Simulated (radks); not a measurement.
Species: Se+. Configuration: [Ar] 3d10 4s2 4p3.

Method: Dirac Kohn-Sham, SOGGA, spin-unpolarised, spherical densities, point nucleus; open shells fill j = l - 1/2 first; computed with a radial shooting solver on a logarithmic mesh with Libxc functionals.

Energy parts (Ry):
| part | energy |
|---|---|
| total | -4855.63617 |
| kinetic | 4972.04593 |
| electron-nucleus | -11704.49667 |
| Hartree | 2048.15757 |
| exchange-correlation | -171.34300 |

Orbitals (lengths in bohr, moments of r in powers of bohr; <r^-3> diverges for s and p1/2; r(max) is where P^2 peaks; r(90%) holds 90 % of the orbital's charge):
| orbital | occ. | eigenvalue (Ry) | r(max) | <r^4> | <r^-3> | r(90%) |
|---|---|---|---|---|---|---|
| 1s1/2 | 2 | -918.8340 | 0.02881 | 0.00001766 | - | 0.0789 |
| 2s1/2 | 2 | -118.7317 | 0.1646 | 0.003552 | - | 0.303 |
| 2p1/2 | 2 | -106.6188 | 0.1296 | 0.002459 | - | 0.276 |
| 2p3/2 | 4 | -103.5530 | 0.1327 | 0.002647 | 1176 | 0.281 |
| 3s1/2 | 2 | -16.41151 | 0.5027 | 0.2307 | - | 0.857 |
| 3p1/2 | 2 | -12.26947 | 0.4948 | 0.2716 | - | 0.892 |
| 3p3/2 | 4 | -11.83778 | 0.5035 | 0.2917 | 167.1 | 0.908 |
| 3d3/2 | 4 | -4.69279 | 0.4508 | 0.5460 | 20.41 | 1.04 |
| 3d5/2 | 6 | -4.62698 | 0.4536 | 0.5615 | 19.77 | 1.05 |
| 4s1/2 | 2 | -1.96067 | 1.496 | 19.30 | - | 2.59 |
| 4p1/2 | 2 | -1.14307 | 1.733 | 43.69 | - | 3.18 |
| 4p3/2 | 1 | -1.11047 | 1.764 | 46.82 | 12.68 | 3.23 |

The highest occupied level is 4p3/2 at -15.109 eV. Summed over all electrons, <r^2> = 30.89 bohr^2, which gives a Langevin (diamagnetic) susceptibility term of -24.5 x 10^-6 cm^3/mol.
